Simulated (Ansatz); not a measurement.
C$_{8}$H$_{14}$O$_{3}$Zr (`C[O][Zr]1234([O]C)([O]C)[C@H]5[C@@H]1[C@@H]2[C@@H]3[C@H]54`), relaxed with RKS PBE0-D4/def2-TZVP in the Gaussian-basis code of Ansatz from a GFN2-xTB geometry. The force threshold is 0.005 eV/Å; the program also tests the step.

The species carries charge 0 and has multiplicity 1. Zr: def2 effective core potential.

Start:

```xyz
26

C     0.299    2.147   -1.665
O     0.782    1.582   -0.483
Zr   -0.157    0.066    0.160
O     0.262   -1.208   -1.184
C     1.597   -1.335   -1.567
O    -1.991    0.416   -0.143
C    -2.588    0.173   -1.382
C     0.703   -1.572    1.820
C     1.526   -0.425    1.922
C     0.729    0.642    2.400
C    -0.586    0.157    2.589
C    -0.603   -1.212    2.228
H     1.042    2.857   -2.063
H    -0.637    2.704   -1.476
H     0.113    1.369   -2.434
H     2.121   -0.358   -1.536
H     2.130   -2.045   -0.908
H     1.653   -1.727   -2.594
H    -2.680    1.108   -1.963
H    -3.603   -0.227   -1.231
H    -2.004   -0.563   -1.969
H     1.039   -2.580    1.598
H     2.601   -0.398    1.782
H     1.094    1.622    2.689
H    -1.406    0.701    3.046
H    -1.436   -1.893    2.365
```

```
step  energy (eV)  largest force (eV/Å)  largest move (Å)
   1  -15939.1487                 1.607             0.000
   2  -15939.5749                 1.018             0.190
   3  -15939.7484                 0.402             0.102
   4  -15939.8494                 0.340             0.200
   5  -15939.9080                 0.242             0.200
   6  -15939.9492                 0.309             0.195
   7  -15939.9718                 0.318             0.160
   8  -15940.0016                 0.249             0.098
   9  -15940.0420                 0.295             0.188
  10  -15940.0637                 0.542             0.195
  11  -15940.0806                 0.568             0.195
  13  -15940.1268                 0.070             0.200
  15  -15940.1478                 0.413             0.104
  17  -15940.1677                 0.228             0.138
  19  -15940.1809                 0.243             0.083
  21  -15940.1905                 0.430             0.181
  23  -15940.1955                 0.005             0.029
  25  -15940.1959                 0.017             0.044
  27  -15940.1961                 0.013             0.011
  29  -15940.1961                 0.008             0.019
  30  -15940.1962                 0.003             0.009
```

End:

```xyz
26

C     0.836    3.148   -1.006
O     0.431    1.828   -0.970
Zr   -0.041    0.049   -0.371
O     1.049   -1.172   -1.406
C     1.962   -2.165   -1.706
O    -1.869   -0.241   -0.940
C    -3.221   -0.517   -0.872
C     0.590   -1.363    1.648
C     1.408   -0.212    1.694
C     0.578    0.901    1.942
C    -0.752    0.442    2.032
C    -0.742   -0.960    1.856
H     1.107    3.513   -0.005
H     0.036    3.792   -1.392
H     1.711    3.270   -1.656
H     2.789   -1.766   -2.305
H     2.390   -2.608   -0.795
H     1.487   -2.970   -2.280
H    -3.810    0.325   -1.256
H    -3.542   -0.707    0.162
H    -3.469   -1.403   -1.470
H     0.927   -2.373    1.462
H     2.480   -0.188    1.557
H     0.901    1.928    2.020
H    -1.627    1.055    2.199
H    -1.608   -1.605    1.858
```

Hardware: 11 threads of an AMD EPYC 7R13 on a shared host and a whole NVIDIA H100 80 GB. Wall time 69 s, peak host memory 1.3 GiB.
